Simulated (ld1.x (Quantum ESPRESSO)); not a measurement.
Building the PAW potential for Ta (Z = 73) (PBE, scalar-relativistic).

- Element: Ta (Z = 73)
- Generator: ld1.x (Quantum ESPRESSO) 7.5
- Type: PAW
- Functional: PBE
- Relativity: scalar-relativistic
- Frozen core: [Xe] 4f14
- Valence charge: 5
- Reference configuration: 5d4 6s1 6p0
- Partial waves: 6s (bound): rcut 1.90, rcutus 2.60 bohr; 6s channel at 1.4 Ry: rcut 1.90, rcutus 2.60 bohr; 6p (bound, empty): rcut 3.15, rcutus 4.15 bohr; 6p channel at 0.35 Ry: rcut 3.15, rcutus 4.15 bohr; 5d (bound): rcut 2.55, rcutus 2.80 bohr; 5d channel at 0.95 Ry: rcut 2.55, rcutus 2.80 bohr
- Local potential: all-electron potential smoothed inside 3.45 bohr (lloc = -1)
- Core correction: Bessel-smoothed model core inside 1.25 bohr
- Augmentation charge: BESSEL, radius 1.90 bohr

All-electron outer shells of the reference configuration (PBE, scalar-relativistic, ld1.x):

| shell | level (eV) | outermost node (bohr) | outermost maximum (bohr) |
| --- | --- | --- | --- |
| 5p | -37.84 | 0.58 | 1.13 |
| 4f | -23.01 | – | 0.44 |
| 6s | -4.96 | 1.33 | 2.81 |
| 5d | -2.64 | 0.65 | 1.60 |
| 6p | -1.21 | 1.61 | 4.09 |

Calculated quality:

```json
{
 "Cutoffs needed": "12 Ry and 15 Ry (the cutoffs (Ry, on a coarse ladder) from which the occupation-weighted sum of valence levels, in a spherical-Bessel basis at the reference potential, stays within 10 and 1 mRy of its value at 400 Ry)",
 "Ghost test": "no extra level below or beside the all-electron valence levels (s, p, d, f tested) (spherical-Bessel basis up to 400 Ry, 20 bohr box)",
 "Largest excitation error": "-59 meV (all-electron minus pseudo) for 5d3 6s0 6p0, out of 7 test configurations",
 "Lowest eigenvalue of the overlap operator": "0.24 (d channel)"
}
```

Generation and tests took about 3.2 s on one core of a shared server CPU.
